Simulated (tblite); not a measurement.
Compound: C₃H₇FSi.
Numbering: `[CH3:1]/[C:2]([SiH3:3])=[CH:4]\[F:5]` (hydrogens: H6, H7, H8 on C1; H9, H10, H11 on Si3; H12 on C4)

Level: GFN2-xTB in tblite, geometry and Hessian alike; calculated harmonic values, unscaled, isolated species. This tight-binding method is rough: wavenumbers can miss measured ones by several per cent, in bad cases by 10 to 20. Modes of hydrogen on silicon can be 10 to 20 % off.

Harmonic wavenumbers (cm⁻¹): 79.6, 118.2, 204.5, 207.6, 261.8, 414.0, 437.4, 542.0, 562.5, 747.2, 769.7, 785.1, 788.9, 798.9, 996.0, 1042.1, 1072.0, 1168.4, 1283.8, 1405.1, 1477.6, 1483.7, 1691.1, 2249.9, 2256.5, 2283.2, 3002.2, 3016.0, 3036.4, 3081.7.

A = 7287, B = 2245, C = 1770 MHz; mass 90.030 u (most abundant isotopes); point group Cs, symmetry number 1.

Zero-point energy?

Half the sum of the wavenumbers: 18632 cm⁻¹ = 53.27 kcal/mol.

What is S at 298.15 K and 1 bar for an ideal gas of classical rigid rotors and harmonic oscillators?

Translation 39.43, rotation 26.81, vibration 17.17: S = 83.4 cal/(mol K).

And Cp and H(298.15 K) − H(0)?

Cp = 27.51 cal/(mol K), of which vibrations give 19.56 (their classical limit is 30 R = 59.6); H(298.15 K) − H(0) = 5.24 kcal/mol without the zero-point energy, 2.87 from vibrations.

How do the functions run with temperature in this model?

```json
{"T (K)": "50", "S (cal/(mol K))": "53.2", "Cp (cal/(mol K))": "10.5", "H − H(0) (kcal/mol)": "0.44", "G − H(0) (kcal/mol)": "-2.22", "ln q(vib)": "0.15"}
{"T (K)": "100", "S (cal/(mol K))": "61.7", "Cp (cal/(mol K))": "14.4", "H − H(0) (kcal/mol)": "1.07", "G − H(0) (kcal/mol)": "-5.10", "ln q(vib)": "0.72"}
{"T (K)": "373.15", "S (cal/(mol K))": "90.1", "Cp (cal/(mol K))": "31.9", "H − H(0) (kcal/mol)": "7.47", "G − H(0) (kcal/mol)": "-26.14", "ln q(vib)": "5.02"}
{"T (K)": "500", "S (cal/(mol K))": "100.3", "Cp (cal/(mol K))": "38.1", "H − H(0) (kcal/mol)": "11.92", "G − H(0) (kcal/mol)": "-38.22", "ln q(vib)": "7.07"}
{"T (K)": "750", "S (cal/(mol K))": "117.5", "Cp (cal/(mol K))": "46.8", "H − H(0) (kcal/mol)": "22.60", "G − H(0) (kcal/mol)": "-65.52", "ln q(vib)": "10.94"}
{"T (K)": "1000", "S (cal/(mol K))": "131.8", "Cp (cal/(mol K))": "52.5", "H − H(0) (kcal/mol)": "35.05", "G − H(0) (kcal/mol)": "-96.73", "ln q(vib)": "14.50"}
```

q(vib) and H(0) count from the zero-point level.

Which modes carry the vibrational entropy at 298.15 K?

79.6 cm⁻¹: 3.90; 118.2 cm⁻¹: 3.13; 204.5 cm⁻¹: 2.09; 207.6 cm⁻¹: 2.06; 261.8 cm⁻¹: 1.65; 414.0 cm⁻¹: 0.91 cal/(mol K); the other 24 give 3.42 together.

Blend soft modes into free rotors: weight 1/[1 + (100 cm⁻¹/ν̃)⁴] for the oscillator and the rest for a rotor with moment μB/(μ + B), μ = h/(8π²ν), B = 10⁻⁴⁴ kg m². What vibrational entropy results?

16.45 cal/(mol K) in place of 17.17, which changes −T·S at 298.15 K by +0.21 kcal/mol.

What must be added to the electronic energy to get the Gibbs energy at 298.15 K and 1 bar?

ZPE + [H(298.15 K) − H(0)] − T·S = 53.27 + 5.24 − 24.87 = 33.64 kcal/mol.

Hindered rotation and anharmonicity are outside this model.
